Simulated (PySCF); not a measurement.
MW cations for M along the halogens

PBE0 with triple-zeta basis sets in PySCF, for the lowest determinant that a PBE0 search found; no spin–orbit coupling. De refers to high-spin ground-configuration atoms (the charge goes to the atom of lower measured ionisation energy or higher electron affinity, which is not always the lowest computed limit). A positive dipole points towards W; it is taken about the centre of mass and depends on that origin.

| M | basis | charged atom | state (unpaired electrons) | Re (Å) | ωe (cm⁻¹) | De (eV) | μ (D) |
| --- | --- | --- | --- | --- | --- | --- | --- |
| F | def2-TZVPPD | W+ | quintet (σ ↑, π ↑, δ ↑↑) | 1.784 | 790 | n/a | 3.05 |
| Cl | def2-TZVPPD | W+ | quintet (σ ↑, π ↑, δ ↑↑) | 2.155 | 475 | n/a | 2.28 |
| Br | def2-TZVPPD | W+ | quintet (σ ↑, π ↑, δ ↑↑) | 2.302 | 319 | n/a | 3.14 |

The shortest bond is that of WF⁺ (1.784 Å), the longest that of WBr⁺ (2.302 Å).

Down a group the atoms grow and get heavier, so bonds lengthen and wavenumbers fall; this series shows no clear exception.

De is left out where the level can put another filling of the metal’s s and d shells below the measured ground configuration, by anything from nothing to about 1 eV. These are scalar-relativistic numbers at best; spin–orbit coupling would shift them, the dissociation energy most. With d or f electrons several states lie close, and the lowest PBE0 determinant need not be the measured ground state.
